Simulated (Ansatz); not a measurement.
C3H15GeNSi2 (`C[SiH2][N]([GeH3])[SiH](C)C`), 22 atoms. Charge 0, multiplicity 1. Correlated methods include outer-core shells of Ge, which these sets cover unevenly. Scalar relativity is left out up to krypton. Hardware: A = 4 threads of an AMD EPYC 7R13 on a shared host and a share of an NVIDIA H100 80 GB; B = 4 threads of an AMD EPYC 7R13 on a shared host. Correlated methods freeze the cores.

(1) Give the basis size and wall time and peak host memory of each of these runs in Ansatz. RKS ωB97M-V/def2-SVP energy [B]; RKS LC-ωPBE/def2-TZVPP energy [A]; RHF-MP2/def2-QZVPP energy [A]; RHF-CCSD(T)/def2-SVP energy [A]; RKS PBE0-D4/def2-TZVP relaxation (18 steps) [A]; RKS ωB97M-V/def2-QZVPP energy [A]; RKS PBE0-D4/def2-QZVPP energy [A]; RKS B97M-V/def2-TZVPP energy [A]; direct RPA on PBE orbitals/def2-TZVPP energy [A]; RKS CAM-B3LYP-D4/def2-TZVPP energy [A]; RKS PBE0-D4/def2-SVP energy [B]; RHF-CCSD(T)/def2-TZVPP energy [A]. (Best estimate.)

## Answers

(1) The calculation gave: Other jobs shared the machine, so times are rough.

```tsv
level	job	functions	wall time	peak host memory (GiB)
RKS LC-ωPBE/def2-TZVPP	energy [A]	466	2.3 s	1.1
RKS CAM-B3LYP-D4/def2-TZVPP	energy [A]	466	2.3 s	1.1
RHF-CCSD(T)/def2-SVP	energy [A]	199	3.2 s	0.85
RKS B97M-V/def2-TZVPP	energy [A]	466	3.5 s	1.2
RKS PBE0-D4/def2-QZVPP	energy [A]	907	4.1 s	1.5
direct RPA on PBE orbitals/def2-TZVPP	energy [A]	466	4.6 s	2.4
RKS PBE0-D4/def2-SVP	energy [B]	199	4.8 s	1
RKS ωB97M-V/def2-QZVPP	energy [A]	907	7 s	1.7
RHF-MP2/def2-QZVPP	energy [A]	907	8.6 s	1.6
RKS ωB97M-V/def2-SVP	energy [B]	199	13 s	1.3
RKS PBE0-D4/def2-TZVP	relaxation (18 steps) [A]	336	26 s	1.1
RHF-CCSD(T)/def2-TZVPP	energy [A]	466	27 s	1.1
```

LC-ωPBE has ω = 0.4 bohr⁻¹.
